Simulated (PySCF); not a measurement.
C8H9NS.
Bonds: C1–C2, C2–S3 (double), C2–C4, C4–C5 (aromatic), C5–C6 (aromatic), C6–C7 (aromatic), C7–N8, C7–C9 (aromatic), C9–C10 (aromatic), C4–C10 (aromatic). Hydrogens: H11, H12, H13 on C1; H14 on C5; H15 on C6; H16, H17 on N8; H18 on C9; H19 on C10.

Method: PBE0-D3(BJ)/def2-SVP geometry optimisation, gas phase (PySCF); density fitting, grid level 1; the optimiser is geomeTRIC in internal coordinates, started from a GFN2-xTB structure with every atom displaced at random (about 0.01 Å).

Step 0: E = -20742.4483 eV
```
atom  x, y, z in Å  |  force x, y, z in eV/Å
C1      3.5380    0.5643   -0.3225   -1.905   1.486   0.036
C2      2.4493   -0.3500    0.1544    1.826  -0.404   0.114
S3      2.8977   -1.7553    0.8601    0.397  -0.690   0.357
C4      1.0996    0.0072   -0.0140   -2.862   0.021  -0.028
C5      0.6658    1.1981   -0.6333    0.112  -0.400   0.404
C6     -0.6641    1.5238   -0.7775    0.398  -0.705   0.202
C7     -1.6506    0.6474   -0.3230   -0.696   0.508   0.026
N8     -2.9637    0.9909   -0.4302   -0.314  -0.233   0.019
C9     -1.2752   -0.5453    0.3061    0.350  -0.109  -0.166
C10     0.0511   -0.8621    0.4469    0.588   0.681  -0.379
H11     4.4893    0.1695   -0.1034    1.448  -0.580   0.350
H12     3.4363    0.7473   -1.3953    0.060  -0.008  -0.368
H13     3.4037    1.5682    0.1576    0.251  -0.470  -0.175
H14     1.3913    1.9027   -0.9796    0.620   0.547  -0.350
H15    -0.9510    2.4366   -1.2491   -0.216   0.859  -0.419
H16    -3.2375    1.7565   -1.0265    0.041   0.042  -0.044
H17    -3.6654    0.2785   -0.2801    0.018   0.066   0.007
H18    -2.0429   -1.2271    0.6437   -0.282  -0.291   0.214
H19     0.3405   -1.7952    0.9090    0.164  -0.320   0.198
```

Step 1: E = -20742.6339 eV
```
atom  x, y, z in Å  |  force x, y, z in eV/Å
C1      3.5048    0.5953   -0.3304    0.584  -0.289   0.049
C2      2.4877   -0.3868    0.1681   -0.427   0.121  -0.013
S3      2.9852   -1.7868    0.8702   -0.047  -0.004  -0.011
C4      1.0675   -0.0180    0.0020    0.428  -0.222   0.085
C5      0.6809    1.1858   -0.6123   -0.029   0.110  -0.096
C6     -0.6527    1.5175   -0.7754   -0.126   0.251  -0.074
C7     -1.6736    0.6656   -0.3153    0.005  -0.106  -0.021
N8     -2.9896    1.0000   -0.4424    0.042   0.048   0.001
C9     -1.2919   -0.5442    0.3033   -0.069  -0.056   0.039
C10     0.0392   -0.8705    0.4503    0.034  -0.043   0.036
H11     4.5215    0.1964   -0.1460   -0.335   0.156  -0.112
H12     3.3855    0.7872   -1.4086   -0.017   0.011  -0.008
H13     3.4136    1.5568    0.1912   -0.065   0.155   0.047
H14     1.4300    1.8887   -0.9869   -0.032  -0.083   0.045
H15    -0.9281    2.4604   -1.2647    0.067  -0.107   0.064
H16    -3.2444    1.7573   -1.0586   -0.023   0.011  -0.005
H17    -3.6913    0.2909   -0.2921   -0.019  -0.013   0.000
H18    -2.0656   -1.2279    0.6672    0.033   0.025  -0.014
H19     0.3335   -1.8116    0.9239   -0.004   0.034  -0.012
```

Step 2: E = -20742.6389 eV
```
atom  x, y, z in Å  |  force x, y, z in eV/Å
C1      3.5167    0.5897   -0.3274    0.101  -0.043   0.062
C2      2.4838   -0.3825    0.1717   -0.144   0.128  -0.072
S3      2.9603   -1.7873    0.8779    0.072  -0.030   0.014
C4      1.0721   -0.0154   -0.0013    0.040  -0.089   0.038
C5      0.6700    1.1857   -0.6167    0.099   0.150  -0.072
C6     -0.6626    1.5266   -0.7787    0.091  -0.155   0.080
C7     -1.6731    0.6595   -0.3201   -0.066   0.120  -0.054
N8     -2.9880    1.0003   -0.4440   -0.058  -0.114   0.049
C9     -1.2863   -0.5500    0.2989   -0.029   0.015  -0.009
C10     0.0468   -0.8707    0.4494   -0.071   0.014  -0.008
H11     4.5245    0.1945   -0.1458   -0.060   0.012  -0.012
H12     3.3975    0.7763   -1.4070   -0.022   0.010  -0.007
H13     3.4218    1.5611    0.1864   -0.026  -0.004  -0.024
H14     1.4193    1.8865   -0.9874    0.038   0.001  -0.001
H15    -0.9358    2.4699   -1.2601    0.022  -0.026   0.013
H16    -3.2524    1.7629   -1.0502    0.046  -0.002  -0.001
H17    -3.6907    0.2920   -0.2917   -0.020   0.005   0.006
H18    -2.0565   -1.2354    0.6632   -0.002   0.005  -0.004
H19     0.3448   -1.8077    0.9265   -0.011   0.004   0.001
```

**Question.** Estimate the geometry and energy of step 3. (The exact step hangs on the optimiser's Hessian estimate; all steps are aligned on step 2, rigid shifts and turns removed.)

**Answer.** E = -20742.6392 eV, largest force 0.295 eV/Å
```
atom  x, y, z in Å  |  force x, y, z in eV/Å
C1      3.5111    0.5953   -0.3308   -0.246   0.162   0.013
C2      2.4792   -0.3790    0.1724    0.115  -0.044  -0.009
S3      2.9750   -1.7788    0.8768    0.021  -0.056   0.034
C4      1.0702   -0.0253    0.0024    0.006   0.096  -0.042
C5      0.6858    1.1817   -0.6159   -0.193  -0.114   0.091
C6     -0.6491    1.5180   -0.7706   -0.003  -0.012  -0.025
C7     -1.6733    0.6593   -0.3217    0.043  -0.044   0.070
N8     -2.9888    0.9995   -0.4421    0.051   0.058  -0.051
C9     -1.2954   -0.5526    0.2975    0.098   0.051  -0.030
C10     0.0375   -0.8749    0.4515    0.001   0.006  -0.013
H11     4.5167    0.2117   -0.1556    0.144  -0.086   0.057
H12     3.3836    0.7775   -1.4107    0.000   0.006  -0.003
H13     3.4049    1.5723    0.1765    0.022  -0.091  -0.053
H14     1.4419    1.8761   -0.9817   -0.004   0.027  -0.016
H15    -0.9136    2.4627   -1.2474   -0.043   0.077  -0.044
H16    -3.2380    1.7637   -1.0527   -0.040  -0.005   0.006
H17    -3.6971    0.2950   -0.2948    0.028   0.009  -0.005
H18    -2.0686   -1.2346    0.6593   -0.011  -0.017   0.009
H19     0.3302   -1.8114    0.9312    0.012  -0.022   0.009
```

The energy changes by -0.0003 eV. The first-order estimate −F·Δx gives -0.0115 eV and the mean of the old and new forces, exact on a quadratic surface, -0.0003 eV. The step makes an angle of 68° with the force vector and moves no atom by more than 0.027 Å.

The cost below is that of the whole optimisation. Hardware: an Arm Neoverse V2 with one thread, shared host with 192 logical CPUs at a one-minute load of 68. Cost: 2.1 min of wall time, 0.81 GiB resident at most.
